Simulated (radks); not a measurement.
The numbers below are computed, except where a source is named.
Q: C I, configuration [He] 2s1 2p3 (not the ground configuration). Level of theory: Dirac Kohn-Sham, BLYP, spin-unpolarised, spherical densities, finite nucleus; open shells fill j = l - 1/2 first; Fermi nuclear charge, rms radius 2.4702 fm (a radial shooting solver on a logarithmic mesh with Libxc functionals). Some entries of the table are withheld. Estimate them.

orbital  occ.  eigenvalue (eV)  <1/r> (bohr^-1)  <r> (bohr)
1s1/2       2              (1)              (2)      0.2705
2s1/2       1              (3)           0.9284       1.565
2p1/2       2          -5.6469           0.7793       1.776
2p3/2       1          -5.6378           0.7786       1.777

A: 
(1) 1s1/2 eigenvalue (eV): -274.8191
(2) 1s1/2 <1/r> (bohr^-1): 5.653
(3) 2s1/2 eigenvalue (eV): -14.0456
